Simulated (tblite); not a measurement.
Record of a relaxation.

Species: C5H5BOS.
SMILES with atom numbers: `[BH2:1][CH2:2][c:3]1[cH:4][c:5](=[O:6])[c:7]1=[S:8]` (hydrogens: H9, H10 on B1; H11, H12 on C2; H13 on C4)

Computed with GFN2-xTB (tblite), gas phase: L-BFGS steps from a force-field or distance-geometry start until the largest atomic force falls under 0.01 eV/Å. 14 of its 111 geometries are shown.

Step 0: E = -589.6302 eV, largest atomic force 9.110 eV/Å
```
atom  x, y, z in Å  |  force x, y, z in eV/Å
B1      2.099    0.349    0.354    0.037   0.072   0.303
C2      1.095   -0.281   -0.722   -0.092  -0.205  -0.070
C3     -0.298   -0.193   -0.222    2.872  -1.934  -0.347
C4     -1.141   -0.996    0.509    2.701  -3.863   0.944
C5     -2.137   -0.053    0.456   -8.554   0.345   3.115
O6     -3.321    0.034    0.877    3.022  -0.261  -1.015
C7     -1.299    0.774   -0.285    0.478   5.244  -2.663
S8     -1.423    2.267   -0.931    0.130  -0.141   0.015
H9      2.764    1.277    0.064   -0.146  -0.300   0.049
H10     2.150   -0.098    1.450   -0.064   0.115  -0.419
H11     1.194    0.256   -1.677   -0.216  -0.210   0.254
H12     1.365   -1.354   -0.868   -0.186   0.659   0.126
H13    -1.053   -1.982    0.977    0.020   0.478  -0.292
```

Step 8: E = -590.3695 eV, largest atomic force 0.206 eV/Å
```
atom  x, y, z in Å  |  force x, y, z in eV/Å
B1      2.093    0.352    0.358   -0.035   0.006   0.002
C2      1.100   -0.281   -0.710   -0.065   0.002  -0.059
C3     -0.284   -0.223   -0.213    0.032   0.043  -0.018
C4     -1.109   -1.034    0.524    0.038   0.068  -0.073
C5     -2.220   -0.056    0.482    0.003  -0.020   0.045
O6     -3.336    0.012    0.897   -0.060  -0.005   0.015
C7     -1.295    0.849   -0.324   -0.016  -0.118   0.056
S8     -1.385    2.324   -0.972    0.131  -0.157   0.021
H9      2.763    1.257    0.066    0.059   0.008  -0.024
H10     2.138   -0.098    1.432   -0.036  -0.034   0.056
H11     1.163    0.238   -1.666   -0.080   0.031  -0.013
H12     1.380   -1.329   -0.863   -0.011   0.028   0.076
H13    -1.012   -2.010    0.971    0.041   0.146  -0.085
```

Step 17: E = -590.3806 eV, largest atomic force 0.048 eV/Å
```
atom  x, y, z in Å  |  force x, y, z in eV/Å
B1      2.084    0.358    0.357   -0.001   0.004  -0.006
C2      1.088   -0.265   -0.714    0.005  -0.010   0.012
C3     -0.289   -0.220   -0.213    0.014  -0.003   0.006
C4     -1.107   -1.034    0.523   -0.002   0.003   0.005
C5     -2.225   -0.063    0.490   -0.023  -0.007   0.015
O6     -3.342    0.000    0.904    0.027  -0.006  -0.005
C7     -1.299    0.843   -0.317   -0.007   0.009  -0.013
S8     -1.331    2.309   -0.987   -0.004  -0.030   0.019
H9      2.784    1.242    0.063    0.028  -0.018  -0.003
H10     2.111   -0.099    1.431   -0.034   0.024  -0.003
H11     1.135    0.249   -1.675   -0.007  -0.006   0.026
H12     1.376   -1.312   -0.842    0.024   0.005  -0.041
H13    -0.988   -2.009    0.960   -0.020   0.035  -0.012
```

Step 25: E = -590.3860 eV, largest atomic force 0.085 eV/Å
```
atom  x, y, z in Å  |  force x, y, z in eV/Å
B1      2.085    0.367    0.352   -0.039  -0.062  -0.012
C2      1.090   -0.253   -0.721   -0.085   0.006  -0.004
C3     -0.285   -0.234   -0.206   -0.023   0.002  -0.019
C4     -1.108   -1.042    0.533    0.004  -0.024  -0.021
C5     -2.225   -0.071    0.496    0.011   0.001   0.019
O6     -3.342   -0.010    0.914    0.067   0.019  -0.042
C7     -1.295    0.830   -0.313   -0.007   0.017  -0.003
S8     -1.307    2.295   -0.988   -0.030  -0.029   0.025
H9      2.864    1.181    0.050   -0.010  -0.060  -0.011
H10     2.016   -0.038    1.444    0.039   0.053   0.051
H11     1.112    0.282   -1.671    0.019  -0.010   0.013
H12     1.400   -1.291   -0.885    0.011   0.056   0.023
H13    -1.008   -2.017    0.975    0.042   0.030  -0.018
```

Step 34: E = -590.3967 eV, largest atomic force 0.347 eV/Å
```
atom  x, y, z in Å  |  force x, y, z in eV/Å
B1      2.066    0.367    0.370   -0.084  -0.184  -0.280
C2      1.079   -0.220   -0.720   -0.116   0.045  -0.044
C3     -0.298   -0.262   -0.230   -0.014   0.030   0.067
C4     -1.105   -1.068    0.529   -0.034  -0.019  -0.015
C5     -2.224   -0.091    0.505   -0.074  -0.036   0.024
O6     -3.336   -0.011    0.935    0.125  -0.079  -0.011
C7     -1.306    0.803   -0.317   -0.058   0.077  -0.034
S8     -1.328    2.281   -0.963   -0.003  -0.054   0.017
H9      3.030    0.876   -0.004    0.307   0.160  -0.023
H10     1.842    0.207    1.492   -0.048   0.026   0.303
H11     1.100    0.369   -1.638    0.039   0.038  -0.014
H12     1.456   -1.215   -0.963   -0.022  -0.103   0.067
H13    -0.979   -2.035    0.986   -0.018   0.097  -0.057
```

Step 42: E = -590.4164 eV, largest atomic force 0.121 eV/Å
```
atom  x, y, z in Å  |  force x, y, z in eV/Å
B1      2.091    0.345    0.364    0.047   0.029   0.108
C2      1.072   -0.208   -0.712    0.044   0.015   0.043
C3     -0.313   -0.237   -0.243    0.012   0.023  -0.015
C4     -1.107   -1.068    0.501    0.015   0.019  -0.018
C5     -2.242   -0.116    0.494    0.070   0.035   0.001
O6     -3.333   -0.046    0.969   -0.066  -0.056  -0.004
C7     -1.348    0.802   -0.335    0.021   0.005   0.070
S8     -1.386    2.294   -0.943   -0.026   0.022  -0.043
H9      3.141    0.699   -0.004   -0.016  -0.038   0.025
H10     1.806    0.372    1.498    0.023   0.009  -0.065
H11     1.142    0.407   -1.611   -0.054  -0.081  -0.072
H12     1.421   -1.218   -0.954   -0.034   0.053  -0.033
H13    -0.947   -2.026    0.958   -0.037  -0.035   0.004
```

Step 51: E = -590.4260 eV, largest atomic force 0.056 eV/Å
```
atom  x, y, z in Å  |  force x, y, z in eV/Å
B1      2.107    0.350    0.366   -0.001  -0.035   0.034
C2      1.074   -0.191   -0.705    0.012  -0.013   0.004
C3     -0.309   -0.206   -0.229   -0.005  -0.007  -0.007
C4     -1.097   -1.060    0.494   -0.003   0.012   0.011
C5     -2.240   -0.121    0.503    0.026   0.045   0.004
O6     -3.341   -0.088    0.962   -0.055  -0.003  -0.009
C7     -1.356    0.823   -0.309    0.007  -0.023   0.021
S8     -1.436    2.297   -0.954   -0.015   0.014  -0.011
H9      3.194    0.577    0.016    0.030   0.014  -0.020
H10     1.804    0.464    1.489   -0.005   0.015  -0.054
H11     1.141    0.396   -1.623   -0.008   0.029   0.015
H12     1.399   -1.208   -0.951    0.013  -0.003   0.017
H13    -0.946   -2.032    0.922    0.004  -0.044  -0.006
```

Step 59: E = -590.4282 eV, largest atomic force 0.037 eV/Å
```
atom  x, y, z in Å  |  force x, y, z in eV/Å
B1      2.121    0.344    0.364   -0.021   0.009   0.013
C2      1.076   -0.189   -0.696   -0.001  -0.012  -0.007
C3     -0.306   -0.199   -0.216   -0.009   0.008  -0.015
C4     -1.097   -1.060    0.496    0.020   0.004   0.003
C5     -2.242   -0.121    0.509    0.012  -0.010  -0.005
O6     -3.350   -0.100    0.949   -0.012   0.001   0.000
C7     -1.356    0.829   -0.292   -0.017  -0.005   0.008
S8     -1.465    2.293   -0.955    0.020   0.012  -0.009
H9      3.221    0.507    0.017    0.016   0.005  -0.002
H10     1.799    0.530    1.469    0.029   0.019   0.013
H11     1.144    0.410   -1.608   -0.014   0.012   0.007
H12     1.395   -1.203   -0.953   -0.004  -0.018  -0.012
H13    -0.944   -2.042    0.900   -0.020  -0.024   0.007
```

Step 68: E = -590.4298 eV, largest atomic force 0.022 eV/Å
```
atom  x, y, z in Å  |  force x, y, z in eV/Å
B1      2.130    0.349    0.363    0.001   0.001   0.011
C2      1.075   -0.192   -0.685    0.000   0.001  -0.005
C3     -0.305   -0.206   -0.201   -0.003   0.012  -0.003
C4     -1.104   -1.069    0.499    0.008  -0.003  -0.011
C5     -2.246   -0.126    0.510   -0.003  -0.008  -0.010
O6     -3.360   -0.107    0.935   -0.001   0.003   0.006
C7     -1.351    0.825   -0.279   -0.016   0.000   0.005
S8     -1.449    2.283   -0.959    0.006   0.002   0.008
H9      3.237    0.465    0.013   -0.010  -0.005   0.004
H10     1.814    0.605    1.457    0.011   0.004  -0.019
H11     1.133    0.435   -1.579    0.002  -0.002  -0.006
H12     1.383   -1.200   -0.979    0.019   0.002   0.007
H13    -0.962   -2.060    0.887   -0.014  -0.007   0.013
```

Step 76: E = -590.4302 eV, largest atomic force 0.011 eV/Å
```
atom  x, y, z in Å  |  force x, y, z in eV/Å
B1      2.135    0.351    0.361    0.001   0.004   0.001
C2      1.075   -0.190   -0.680    0.000  -0.002  -0.001
C3     -0.306   -0.206   -0.197   -0.002  -0.003  -0.008
C4     -1.108   -1.074    0.494    0.005   0.003   0.008
C5     -2.250   -0.132    0.507    0.001  -0.001  -0.011
O6     -3.364   -0.114    0.933   -0.002   0.004   0.002
C7     -1.353    0.823   -0.275    0.003  -0.001   0.005
S8     -1.450    2.284   -0.952    0.002   0.003   0.008
H9      3.247    0.425    0.014   -0.003   0.001   0.003
H10     1.822    0.651    1.444   -0.003   0.006   0.002
H11     1.133    0.444   -1.569   -0.002  -0.006  -0.004
H12     1.386   -1.194   -0.981   -0.004  -0.005   0.000
H13    -0.972   -2.066    0.883    0.004  -0.005  -0.003
```

Step 85: E = -590.4307 eV, largest atomic force 0.031 eV/Å
```
atom  x, y, z in Å  |  force x, y, z in eV/Å
B1      2.136    0.361    0.355   -0.018   0.004  -0.008
C2      1.076   -0.197   -0.677   -0.004  -0.006  -0.005
C3     -0.305   -0.211   -0.194   -0.006  -0.001  -0.021
C4     -1.110   -1.082    0.490    0.000   0.004  -0.003
C5     -2.251   -0.137    0.504   -0.003   0.008  -0.006
O6     -3.367   -0.117    0.924   -0.001  -0.020   0.007
C7     -1.350    0.821   -0.268    0.010   0.014   0.026
S8     -1.440    2.294   -0.917    0.008  -0.002  -0.003
H9      3.255    0.390    0.027    0.003   0.001  -0.014
H10     1.815    0.720    1.417   -0.010   0.008   0.014
H11     1.127    0.437   -1.569    0.022   0.002   0.004
H12     1.385   -1.200   -0.981    0.003  -0.012   0.002
H13    -0.974   -2.077    0.871   -0.005   0.001   0.006
```

Step 93: E = -590.4323 eV, largest atomic force 0.019 eV/Å
```
atom  x, y, z in Å  |  force x, y, z in eV/Å
B1      2.117    0.394    0.336    0.003   0.003   0.006
C2      1.077   -0.228   -0.682    0.007   0.003   0.009
C3     -0.304   -0.231   -0.199   -0.002   0.006   0.005
C4     -1.117   -1.102    0.474   -0.002   0.002  -0.006
C5     -2.249   -0.147    0.500    0.011  -0.006   0.002
O6     -3.372   -0.134    0.901    0.001   0.001   0.002
C7     -1.329    0.823   -0.234    0.004   0.016  -0.010
S8     -1.377    2.331   -0.804   -0.001  -0.017   0.005
H9      3.248    0.351    0.056   -0.009   0.001  -0.008
H10     1.764    0.884    1.334    0.001  -0.004  -0.011
H11     1.138    0.394   -1.582   -0.005   0.002   0.001
H12     1.389   -1.235   -0.968    0.000  -0.002   0.013
H13    -0.988   -2.100    0.850   -0.008  -0.004  -0.008
```

Step 102: E = -590.4327 eV, largest atomic force 0.015 eV/Å
```
atom  x, y, z in Å  |  force x, y, z in eV/Å
B1      2.117    0.422    0.320   -0.011  -0.004  -0.002
C2      1.079   -0.246   -0.670    0.003  -0.002   0.006
C3     -0.303   -0.240   -0.190    0.003   0.004   0.004
C4     -1.130   -1.119    0.457    0.002   0.004  -0.005
C5     -2.252   -0.153    0.498    0.013  -0.007   0.000
O6     -3.380   -0.140    0.886    0.000   0.000   0.007
C7     -1.317    0.826   -0.204    0.007   0.003  -0.007
S8     -1.346    2.347   -0.736   -0.001   0.002  -0.003
H9      3.252    0.322    0.071    0.004   0.002  -0.013
H10     1.760    1.006    1.264   -0.009   0.001   0.006
H11     1.138    0.362   -1.581   -0.002   0.000   0.005
H12     1.392   -1.257   -0.937   -0.001   0.000   0.009
H13    -1.014   -2.128    0.806   -0.008  -0.002  -0.006
```

Step 110: E = -590.4336 eV, largest atomic force 0.008 eV/Å
```
atom  x, y, z in Å  |  force x, y, z in eV/Å
B1      2.111    0.438    0.319    0.001   0.002  -0.003
C2      1.082   -0.255   -0.664    0.001  -0.002   0.003
C3     -0.302   -0.247   -0.191    0.001   0.005  -0.001
C4     -1.141   -1.126    0.440    0.002   0.001  -0.003
C5     -2.248   -0.145    0.503   -0.001   0.003   0.003
O6     -3.368   -0.117    0.912    0.002   0.000  -0.001
C7     -1.306    0.828   -0.199   -0.002   0.005  -0.006
S8     -1.330    2.346   -0.742    0.001  -0.006   0.003
H9      3.242    0.395    0.038   -0.003   0.000   0.002
H10     1.752    0.978    1.288   -0.001  -0.002  -0.002
H11     1.140    0.323   -1.593    0.000  -0.001   0.003
H12     1.405   -1.272   -0.896   -0.001   0.002  -0.001
H13    -1.042   -2.144    0.767    0.001  -0.007   0.002
```

Problem. Summarise the path.

Solution. The energy falls by 77.52 kJ/mol from step 0 to step 110; nine tenths of that is first reached at step 5. It rises by more than 0.2 meV at steps 1 and 34. The largest force goes from 9.110 to 0.008 eV/Å. Among the bonds C5–C7 changes most, from 1.391 to 1.526 Å; the atoms move by 0.446 Å rms after alignment.

The cost below is that of the whole relaxation. On one thread, Arm Neoverse V1 (aarch64), no GPU (shared host), this took 0.7 s of wall time.
